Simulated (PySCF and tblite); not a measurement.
The numbers below are computed, except where a source is named.
**Berry pseudorotation: stationary points, barriers and rates**

System: F₅Ge (charge -1), numbered as in [F:1][Ge-:2]([F:3])([F:4])([F:5])[F:6].

Motion: Berry pseudorotation at Ge2 with F5 as pivot. The path came from a restrained scan, a climbing-image band and a saddle search at GFN2-xTB; energies are PBE0/pcSseg-1 + D3(BJ)//PBE0-D3(BJ)/def2-SVP, thermal terms GFN2-xTB. Rate constants are transition-state-theory values, counting equivalent paths, without tunnelling. (PySCF 2.14 with density fitting, tblite 0.8.)

```tsv
point	symmetry	E(GFN2) kcal/mol	E(DFT) kcal/mol	ZPE change kcal/mol	lowest mode cm⁻¹
start	D3h	0.0	0.0	0.00	66
saddle	C4v	0.8	2.3	-0.02	49i
end	D3h	0.0	0.0	0.00	66
```

* Electronic barrier: 2.4 kcal/mol
* Barrier with zero-point energy: 2.3 kcal/mol
* ΔH‡ (298 K): 1.8 kcal/mol
* ΔS‡ (298 K, symmetry apart): -3.9 cal/(mol K)
* Paths: 3 equivalent paths
* End point: the same structure with atoms interchanged, or its mirror image
* Mean lifetime of the start against this motion at 298 K: 7.2 ps
* Cost: 57 s on 1 thread of Arm Neoverse V2, on a host shared with other jobs (rough), peak memory 0.64 GiB, launched as `OMP_NUM_THREADS=1 python ens_run.py task.json out`

| T/K | ΔG‡ kcal/mol | k s⁻¹ |
| --- | --- | --- |
| 150 | 2.6 | 1.7×10⁹ |
| 200 | 2.7 | 1.5×10¹⁰ |
| 250 | 2.8 | 5.6×10¹⁰ |
| 298 | 2.9 | 1.4×10¹¹ |
| 350 | 3.0 | 2.8×10¹¹ |
| 400 | 3.2 | 4.7×10¹¹ |
| 500 | 3.4 | 1×10¹² |

ΔG and ΔG‡ leave out symmetry numbers and mirror images; rates count paths: 3 out.

The ion is treated without a counter-ion. Spin–orbit effects of heavy atoms on shieldings are missing.
